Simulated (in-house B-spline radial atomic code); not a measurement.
**Response and correlation of As31+**

Closed shell 1s2. Computed with an all-electron radial atomic-structure program (B-spline basis): Dirac-Hartree-Fock, relativistic RPA (time-dependent Dirac-Hartree-Fock) for the response and second-order many-body perturbation theory for correlation, no-pair Dirac-Coulomb Hamiltonian, finite nucleus.

Command:
```bash
python run_mb.py task.json out
```
Settings (nuclear radius in fm, box in bohr, cutoff in hartree):
```
basis_form          2
Z                   33
core_configuration  1s2
rms_radius          4.0968
mass_number         75
speed_of_light      137.036
box_radius          2.812
lmax                7
intervals           58
virtual_cutoff      27225.0
```

Cost of the run: 0.2 s on 1 thread of Arm Neoverse V1, with other jobs on the host.

```csv
"multipole (bohr³, bohr⁵, bohr⁷)",uncoupled,coupled RPA
dipole,7.3462e-06,?
quadrupole,2.2872e-08,2.3178e-08
octupole,1.8778e-10,1.8962e-10
```

Question: What is the coupled dipole polarisability?

Answer: 7.4668e-06 atomic units, +2 % against the uncoupled value.

Question: Which subshells carry the dipole polarisability?

Answer: 1s1/2 100.0 %.

Question: What does the dipole shielding factor come to?

Answer: The dipole shielding factor is 0.061, against the exact N/Z = 2/33 = 0.061 of the non-relativistic theorem.

Dipole polarisability at imaginary frequency:

| u (Eh) | α(iu) (bohr³) |
| --- | --- |
| 0 | 7.467e-06 |
| 9.05 | 7.463e-06 |
| 27.2 | 7.439e-06 |
| 54.3 | 7.356e-06 |
| 90.5 | 7.169e-06 |
| 181 | 6.414e-06 |
| 362 | 4.566e-06 |
| 905 | 1.611e-06 |

Question: What dispersion coefficients follow for two such ions (the dispersion part alone)?

Answer: C6 = (3/π)∫α(iu)²du = 1.928e-08 hartree·bohr⁶ and C8 = 3.426e-10 hartree·bohr⁸.

Lowest J = 1 odd-parity excitations:

| energy (eV) | oscillator strength | leading channel | weight |
| --- | --- | --- | --- |
| 10909 | 0.119 | 1s1/2 → p1/2 | 0.955 |
| 10975 | 0.66 | 1s1/2 → p3/2 | 0.955 |
| 12895 | 0.0241 | 1s1/2 → p1/2 | 0.961 |
| 12914 | 0.128 | 1s1/2 → p3/2 | 0.961 |

Second-order correlation energy by the highest angular momentum of the excited pair (hartree): s -0.01496, p -0.02549, d -0.003633, f -0.0009715, g -0.0003468, h -0.0001527, i -7.158e-05, k -3.752e-05.

Question: What is the second-order correlation energy at the partial-wave limit?

Answer: The listed waves sum to -0.045662 hartree; extrapolating the increments as (l + 1/2)⁻⁴ gives -0.045739 hartree, -0.622 eV per electron.
